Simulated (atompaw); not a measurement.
## strontium (Sr): one change to a PAW (atompaw) potential, before and after

```
Element                 : Sr
Generator               : atompaw 4.2.0.5
Type                    : PAW
Functional              : LDA (PW92)
Relativity              : scalar-relativistic
Frozen core             : [Kr]
Valence charge          : 2
Reference configuration : 4d0 5s2 5p0
Partial waves           : 5s (bound): rc 3.00 bohr; 5s channel at 1.6 Ry: rc 3.00 bohr; 5p (bound, empty): rc 3.00 bohr; 5p channel at 4.55 Ry: rc 3.00 bohr; 4d (bound, empty): rc 3.00 bohr; 4d channel at 1.15 Ry: rc 3.00 bohr
Local potential         : vpsmatchnc scheme with l = 3 at 1 Ry, radius 2.20 bohr
Core correction         : smooth core density matched at 1.65 bohr
Augmentation charge     : sinc compensation charge, radius 2.55 bohr; PAW radius 3.00 bohr; waves and projectors: custom polynom vanderbiltortho
```

Change: core [Ar] 3d10 4s2, valence charge 8; reference 4p6 4d0 5s2 5p0; waves now 5s (bound): rc 2.65 bohr; 5s channel at 1.2 Ry: rc 3.00 bohr; 4p (bound): rc 2.30 bohr; 5p (bound): rc 2.30 bohr; 4d (bound): rc 3.00 bohr; 4d channel at 3.7 Ry: rc 3.00 bohr; local potential vpsmatchnc scheme with l = 3 at 1 Ry, radius 2.95 bohr; core correction smooth core density matched at 1.80 bohr; augmentation sinc compensation charge, radius 2.90 bohr; PAW radius 3.00 bohr; waves and projectors: custom polynom vanderbiltortho.

Cutoffs: the cutoffs (Ry, on a coarse ladder) from which the occupation-weighted sum of valence levels, in a spherical-Bessel basis at the reference potential, stays within 10 and 1 mRy of its value at 400 Ry; they do not see the model core or the augmentation charge, which bear on the density cutoff.

Task: What does the change do?

Result: The potential gets harder (6 Ry and 6 Ry → 15 Ry and 25 Ry); the bound ghosts move from p, s to s; the range in which the p phases agree widens (upper end 0.6 → at the end of the scan). The added semicore shells are compact, so their waves need more plane waves. Several settings change at once here, so the effects cannot be laid on one of them.

| quantity | base | changed |
| --- | --- | --- |
| cutoff, loose | 6 Ry | 15 Ry |
| cutoff, tight | 6 Ry | 25 Ry |
| bound ghosts | s, p | s |
| s: phases at 3.00 bohr within 0.05 rad from the reference energy up to (Ry; the scan ends near 5) | 3.0 | 3.2 |
| p: phases at 3.00 bohr within 0.05 rad from the reference energy up to (Ry; the scan ends near 5) | 0.6 | to the end of the scan |
| d: phases at 3.00 bohr within 0.05 rad from the reference energy up to (Ry; the scan ends near 5) | to the end of the scan | to the end of the scan |
| lowest overlap eigenvalue by channel | s 0.24, p 0.28, d 0.91 | s 0.07, p 0.87, d 0.81 |

 A true bound ghost makes a file unfit for plane-wave use even where its test errors are small: the radial tests pick states by their node count and pass the ghost by. The cutoffs see the waves, projectors and local potential, not the compensation charge or the core.
